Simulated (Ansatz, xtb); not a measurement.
**C3H9AlOS: which of two isomers lies lower**

Structure X is `CC[S][AlH][O]C`, a singlet and structure Y is `CC[O][AlH][S]C`, a singlet. Both are isolated molecules in the gas phase, relaxed with r2SCAN-D4/def2-SVP; each stands in its lowest conformer found.

Estimate E(Y) − E(X) at the level CCSD(T)/def2-SVP + ΔMP2/def2-TZVPP.

Calculated at CCSD(T)/def2-SVP + ΔMP2/def2-TZVPP: E(Y) − E(X) = −0.059 eV, so structure Y lies lower.

How the difference moves with the method:

```csv
level,geometry,E(Y) − E(X) (eV),departure from the last row (eV),"job, with rough time for the two"
r2SCAN-D4/def2-SVP,r2SCAN-D4/def2-SVP,−0.082,−0.023,"optimisation, 1.7 min"
HF/def2-SVP,r2SCAN-D4/def2-SVP,−0.091,−0.032,part of the CCSD(T) run
MP2/def2-SVP,r2SCAN-D4/def2-SVP,−0.039,+0.020,part of the CCSD(T) run
CCSD(T)/def2-SVP,r2SCAN-D4/def2-SVP,−0.056,+0.004,single point
CCSD(T)/def2-SVP + ΔMP2/def2-TZVPP,r2SCAN-D4/def2-SVP,−0.059,,"single point, 51 s"
```

As drawn, both hold the same kinds of bond in the same numbers.

The levels shown agree on the order. The largest departure from CCSD(T)/def2-SVP + ΔMP2/def2-TZVPP is that of HF/def2-SVP, 0.032 eV. A small imaginary or near-zero mode remains, so no thermal terms are given. Levels run at GFN2-xTB geometries aren't shown. The last row adds to CCSD(T) the change of the MP2 difference between the two basis sets, here −0.004 eV.

The correlated steps freeze 14 core orbitals. Codes used: Ansatz 0.2.0, xtb 6.7.1; the last row on 4 threads of Arm Neoverse V1 on a shared host.
